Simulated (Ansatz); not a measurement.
Relaxation of CH4AlNS (8 atoms, charge 0, multiplicity 1), to a largest force component of 0.015 eV/Å in at most 40 steps.

These are results of RKS PBE-D4/6-31G* in Ansatz 0.2.0, not measurements.

```xyz
8
Properties=species:S:1:pos:R:3
Al -0.304 1.649 -0.635
N 0.440 -0.034 -0.527
C 0.310 -0.759 0.511
S 1.193 -2.361 0.559
H -0.191 2.548 -2.000
H -1.180 2.294 0.586
H -0.180 -0.415 1.401
H 0.004 -2.980 0.049
```

Where does it end, and by what steps?

The run converged. After 19 steps the energy has fallen by 0.933 eV; H7 moved furthest, 1.88 Å.

| step | energy less start (eV) | largest force component (eV/Å) | accepted |
| --- | --- | --- | --- |
| 0 | 0.0000 | 1.598 | yes |
| 1 | 0.0021 | 2.217 | no |
| 2 | -0.1825 | 0.787 | yes |
| 3 | -0.2264 | 0.339 | yes |
| 4 | -0.2784 | 0.370 | yes |
| 5 | -0.3361 | 1.209 | yes |
| 6 | -0.4788 | 0.851 | yes |
| 7 | -0.5716 | 0.357 | yes |
| 8 | -0.6250 | 0.425 | yes |
| 9 | -0.6705 | 0.445 | yes |
| 10 | -0.7032 | 0.531 | yes |
| 11 | -0.7409 | 0.810 | yes |
| 12 | -0.8518 | 0.380 | yes |
| 13 | -0.8932 | 0.564 | yes |
| 14 | -0.9089 | 0.405 | yes |
| 15 | -0.9261 | 0.212 | yes |
| 16 | -0.9311 | 0.136 | yes |
| 17 | -0.9326 | 0.087 | yes |
| 18 | -0.9328 | 0.024 | yes |
| 19 | -0.9329 | 0.010 | yes |

```xyz
8
Properties=species:S:1:pos:R:3
Al -0.181 1.958 -0.481
N -0.250 0.230 -0.084
C -0.191 -0.987 0.206
S 1.357 -1.857 0.528
H -0.077 2.338 -2.028
H -0.284 2.983 0.738
H -1.075 -1.650 0.295
H 0.793 -3.072 0.769
```

Time of the run: 51 s on 1 thread of Arm Neoverse V2 (shared host), peak memory 0.14 GiB.
